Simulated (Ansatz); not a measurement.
This geometry of Cl₃H₂InO (7 atoms, charge 0, multiplicity 1) is a first-order saddle point.

All numbers below come from RHF/def2-SVP in Ansatz.

```xyz
7
Properties=species:S:1:pos:R:3
In -0.865 0.100 -0.113
Cl 0.904 -1.968 0.114
Cl -1.934 -0.056 -2.176
Cl -2.054 0.373 1.876
H 1.449 -0.694 0.076
O 1.076 0.730 -0.085
H 1.425 1.516 0.308
```

(1) Which two structures does it join? (They come from a converged band through this point; their orientation in space is the band's.)

(2) How far does it lie above each of them?

Answers

(1) Bonds broken: H5–O6. Bonds formed: Cl2–H5.

First end point:

```xyz
7
Properties=species:S:1:pos:R:3
In -0.877 -0.490 -0.104
Cl 0.254 -2.535 0.162
Cl -1.834 0.007 -2.181
Cl -1.715 0.600 1.804
H 1.912 0.241 -0.087
O 1.088 0.715 -0.088
H 1.171 1.462 0.495
```

Last end point:

```xyz
7
Properties=species:S:1:pos:R:3
In -0.839 0.228 -0.095
Cl 0.882 -2.066 0.095
Cl -1.939 -0.077 -2.130
Cl -2.074 0.311 1.889
H 1.639 -1.017 0.075
O 1.046 0.881 -0.074
H 1.283 1.739 0.241
```

(2) 41.0 kcal/mol above the first and 1.3 kcal/mol above the second. This is the barrier of this one path; another mechanism may lie lower. The orbitals stay closed-shell, which can raise the energy where a bond breaks towards radicals; this wasn't checked here.

The run took 3 min on 2 threads of Intel(R) Xeon(R) Platinum 8488C (Sapphire Rapids), with other jobs on the host, peak memory 0.26 GiB.
